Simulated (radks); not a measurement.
Values are calculated unless marked as measured or tabulated.
Charge is removed step by step from the 5p down level of neutral gadolinium, starting from [Kr] 4d10 4f7 5s2 5p(up 3, down 3) 5d1 6s2. Level of theory: scalar-relativistic Kohn-Sham, BLYP, spin-polarised, spherical densities, point nucleus; open shells are filled with parallel spins first (spin-orbit coupling, left out, can overturn this in heavy ions) (a radial shooting solver on a logarithmic mesh with Libxc functionals).

removed (e),E - E(0) (eV),eigenvalue (eV),E minus straight line (eV)
0,0.000,-25.373,0.000
0.25,6.621,-27.673,-0.919
0.5,13.836,-30.112,-1.245
0.75,21.674,-32.662,-0.947
1,30.162,-35.305,0.000

Removing the whole electron costs 30.162 eV by Delta-SCF, against 25.373 eV from minus the eigenvalue at the starting occupation. Slater's transition state (half an electron removed) gives 30.112 eV. Integrating minus the eigenvalue over the occupation (Janak's theorem) gives 30.187 eV. In this scalar-relativistic scheme the density is built from large components alone, so the theorem holds only approximately. The mean slope of the eigenvalue, de/dn, is 9.93 eV per electron.
